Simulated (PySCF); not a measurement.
SMILES C[Si](C)(C)C[Si](Cl)(Cl)Cl (GFN2-xTB optimised geometry):

```
20

Si    -0.482    -0.976    -3.266
Cl     1.519    -0.952    -3.559
Cl    -1.297    -2.166    -4.699
Cl    -1.189     0.898    -3.555
C     -0.928    -1.632    -1.549
Si    -0.273    -0.681     0.000
C      1.630    -0.681     0.000
C     -0.950     1.097     0.000
C     -0.929    -1.632     1.519
H     -0.580    -2.662    -1.475
H     -2.014    -1.681    -1.472
H      2.021    -0.284     0.932
H      2.027    -0.074    -0.807
H      2.029    -1.684    -0.120
H     -0.714     1.605     0.930
H     -2.029     1.114    -0.116
H     -0.527     1.684    -0.809
H     -2.014    -1.666     1.532
H     -0.570    -2.657     1.535
H     -0.608    -1.161     2.442
```

Level of theory: B3LYP/def2-SVP in PySCF.

What are the frontier orbital energies and the dipole moment?

HOMO-2 -8.37 eV, HOMO-1 -8.34 eV, HOMO -8.10 eV, LUMO 0.69 eV, LUMO+1 0.98 eV; dipole moment 2.15 D.

On the same geometry PBE/def2-SVP (PySCF) gives HOMO-2 -7.26 eV, HOMO-1 -7.25 eV, HOMO -7.05 eV, LUMO -0.12 eV, LUMO+1 0.28 eV; dipole moment 2.16 D.

Meta-Löwdin charges at B3LYP/def2-SVP: Si1 0.92, Cl2 -0.26, Cl3 -0.26, Cl4 -0.26, C5 -0.66, Si6 0.91, C7 -0.54, C8 -0.54, C9 -0.54, H10 0.12, H11 0.12, H12 0.11, H13 0.11, H14 0.11, H15 0.11, H16 0.11, H17 0.11, H18 0.11, H19 0.11, H20 0.11.
